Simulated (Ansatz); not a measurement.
Basis-set extrapolation for `C[NH][Al]([CH3])[F]` (PBE0-D4/def2-TZVP geometry, frozen core, Ansatz). Multiplicity 1, RHF reference.

|  | def2-TZVPP | def2-QZVPP |
| --- | --- | --- |
| HF | -475.846669 | -475.865765 |
| MP2 correlation | -0.896281 | -0.964452 |
| CCSD(T) correlation | -0.965493 | not run |

Energies in hartree. Use E(X) = E(∞) + A·exp(−7.88·√X) for Hartree–Fock and E(X) = E(∞) + B·X^(−2.97) for correlation, with X = 3 and 4, and add CCSD(T) minus MP2 of the smaller set to the MP2 limit.

Problem. What is the CCSD(T) energy at the basis-set limit?

Solution. HF limit: -475.865765 + (-0.019096) × 0.13774 = -475.86840. MP2 limit: -0.964452 + (-0.068171) × 0.74074 = -1.01495. Higher-order term: -0.965493 − (-0.896281) = -0.06921. Total: -476.95256 hartree, 368.6 kJ/mol below CCSD(T)/def2-TZVPP.
